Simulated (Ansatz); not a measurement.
Coupled-cluster diagnostics for NbTe₂ (the lowest doublet isomer of a short search), Ansatz.

Geometry of the doublet (PBE0-D4/def2-TZVP):

```xyz
3

Nb    1.304   -0.480    0.610
Te   -1.307   -0.082    0.843
Te    0.004    0.562   -1.453
```

In the def2 sets Nb, Te take a core potential; there is no spin–orbit coupling. Correlated methods freeze 8 core orbitals; core or outer-core shells of Nb, Te are correlated, in sets that lack core-valence functions. The structure comes from a short search, and lower isomers may exist.

Geometry of the charge 0 quartet (PBE0-D4/def2-TZVP):

```xyz
3

Nb    0.9951   -0.4059    1.1019
Te    0.3063   -0.3619   -1.4849
Te   -1.3014    0.7678    0.3830
```

Estimate the CCSD(T) correlation energy, the shares of MP2 and (T), T1 and the reference's ⟨S²⟩ for: charge 0, doublet, own geometry in def2-SVP; charge 0, quartet, own geometry in def2-SVP; and the rough time on 2 threads of Arm Neoverse V1 on a shared host.


```csv
state,basis,correlation (eV),MP2 share (%),(T) share (%),T1,⟨S²⟩ (pure),wall time,remarks
"charge 0, doublet, own geometry",def2-SVP,-13.844,89.4,5.7,0.050,1.75 (0.75),29 s,"flagged by the program, large T1, spin-contaminated"
"charge 0, quartet, own geometry",def2-SVP,-13.383,91.3,4.9,0.041,3.88 (3.75),20 s,spin-contaminated
```
Customary marks for T1 are 0.02 (closed shells), 0.045 (open shells) and about 0.05 (3d metals). T1 exceeds 0.02 in 2 of 2 rows and 0.045 in 1; the higher it lies, the less the single-reference result can be trusted.
